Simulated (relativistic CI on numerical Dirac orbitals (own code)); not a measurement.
**W5+: 5p photoemission**

Computed with this model: Dirac-Coulomb-Breit CI, orbitals from a KLI potential per configuration, a model potential for QED, valence Slater integrals scaled by 0.9, multiplet model of photoemission in the sudden approximation; configurations [Xe] 4f14 5d → [Kr] 4d10 4f14 5s2 5p5 5d; 300 K; Lorentzian 1.5 eV and Gaussian 0.6 eV FWHM. Energies are those of the free ion, without screening or charge transfer. The energies are binding energies and can lie tens of eV above those of solids. S is read from ⟨S²⟩ = S(S + 1).

Field parameters in Wybourne normalisation: Td as Oh with Dq negative (B⁴₀ = 21Dq, B⁴₄ = √(5/14) B⁴₀). The field is a parameter set, without covalency.

free ion: ground-state S = 0.50, centroid 108.55 eV. Peaks (eV, height): 104.6 (100), 110.4 (14), 114.8 (45), 122.0 (21).

Td, 10Dq = -12250 cm⁻¹: ground-state S = 0.50, centroid 108.60 eV. Peaks (eV, height): 104.6 (100), 111.0 (15), 115.0 (52), 122.6 (16).

Strongest unbroadened transitions for Td, 10Dq = -12250 cm⁻¹:

```csv
Energy (eV),Relative strength
102.60,32.2
103.29,94.4
104.20,62.4
104.26,99.1
104.58,33.3
105.01,70.9
105.15,93.1
105.34,8.4
105.91,13.2
106.64,4.7
107.47,13.6
107.61,2.3
111.00,34.4
114.91,68.2
115.02,100.0
116.87,2.3
116.89,37.8
122.57,50.2
```
